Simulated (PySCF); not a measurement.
**Stretching GaN**

Set-up: basis Ga 6-31G(d,p), N 6-31G(d,p); no relativity; PySCF 2.14. Energies in eV from Ga + N in their ground configurations at the same level. All curves are PBE0. state 1: ³Σ⁻ (triplet), unpaired electrons π ↑↑; state 2: ³Π (triplet), unpaired electrons σ ↑, π ↑, a second solution, started from another occupation; state 3: Ms = 0 determinant of mixed spin (⟨S²⟩ near 1.0), unpaired electrons π ↑↓, a mixture of terms (⟨Lz²⟩ = 2.0), a second solution, started from another occupation; state 4: Ms = 0 determinant of mixed spin (⟨S²⟩ near 1.0), unpaired electrons σ ↓, π ↑, a second solution, started from another occupation.

```csv
R (Å),state 1,state 2,state 3,state 4
1.733,-1.435,-1.788,-0.902,-1.454
1.813,-1.817,-1.925,-1.282,-1.560
1.894,-2.023,-1.932,-1.485,-1.534
1.955,-2.094,-1.879,-1.554,-1.458
2.015,-2.112,-1.792,-1.568,-1.350
2.075,-2.089,-1.682,-1.542,-1.219
2.156,-2.012,-1.514,-1.458,-1.021
2.257,-1.866,-1.290,-1.301,-0.757
2.378,-1.649,-1.031,-1.066,-0.432
2.539,-1.337,-0.741,-0.719,-0.030
```

**Question.** Put a parabola through the three lowest points of the state 1 curve and estimate Re, k and ωe (reduced mass 11.64 u; 1 eV/Å² = 0.16022 mdyn/Å; ωe = 1302.8·√(k/μ) cm⁻¹).

**Answer.** Through R = 1.955, 2.015, 2.075 Å the second-order coefficient is 5.69 eV/Å², so Re ≈ 2.011 Å, k ≈ 1.82 mdyn/Å and ωe ≈ 516 cm⁻¹. A polynomial fit of higher order to the unrounded PBE0 energies gives Re = 2.009 Å, k = 1.82 mdyn/Å, ωe = 516 cm⁻¹; anharmonicity and rounding make the difference.

The higher-order fit for each curve: state 1: Re = 2.009 Å, ωe = 516 cm⁻¹, De = 2.11 eV; state 2: Re = 1.857 Å, ωe = 606 cm⁻¹, minimum 1.94 eV below the ground-state fragments; state 3: Re = 2.004 Å, ωe = 526 cm⁻¹, minimum 1.57 eV below the ground-state fragments; state 4: Re = 1.834 Å, ωe = 644 cm⁻¹, minimum 1.56 eV below the ground-state fragments.

⟨S²⟩ of the unrestricted solution departs from its pure value on part of the curve, where spin states mix. Spin–orbit coupling is left out. The state was picked by a PBE0 search and need not be the measured ground state.
